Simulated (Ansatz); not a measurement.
Program: Ansatz. Geometries: PBE0-D4/def2-TZVP. ΔE: electronic, gas phase. CCSD(T)/CBS adds triple-zeta CCSD(T) − MP2 to the extrapolated MP2 energy (def2 sets, frozen cores). Functionals use def2-TZVPP. For Ge outer-core shells are correlated without core-valence functions, which leaves a few kJ/mol of doubt a bond. Scalar relativity is left out up to krypton. One conformer a species, not always the lowest.

`B[SiH2][GeH3]` + `C[SiH](F)CS` → `B[SiH2]CS` + `C[SiH](F)[GeH3]`  (redistribution)

Task: Is it downhill or uphill in electronic energy at CCSD(T)/CBS, and by how much? (An estimate is asked.)

Result: Computed: Uphill: ΔE = +32.7 kJ/mol.

Task: What do these levels give: PBE, r2SCAN, PBE0, MP2/def2-QZVPP, HF/CBS(def2), MP2/CBS(def2)? (Best estimate.)

Result: The calculation gave: PBE 33.9, r2SCAN 37.0, PBE0 33.6, MP2/def2-QZVPP 33.8, HF/CBS(def2) 24.4, MP2/CBS(def2) 33.7 kJ/mol.

Largest T1 diagnostic among the species: 0.013.

The D4 term adds +3.5 kJ/mol with B3LYP and +1.9 kJ/mol with PBE0; it sums over pairs of atoms, weighted by their polarisabilities, and B3LYP, whose exchange is more repulsive, gets the larger term. In def2-TZVPP, CCSD(T) changes the Hartree–Fock value by +8.3 kJ/mol (the triples alone add +1.7 kJ/mol) and MP2 by +9.3 kJ/mol.

B3LYP here is the variant with VWN-RPA as its local correlation; programs differ in this.
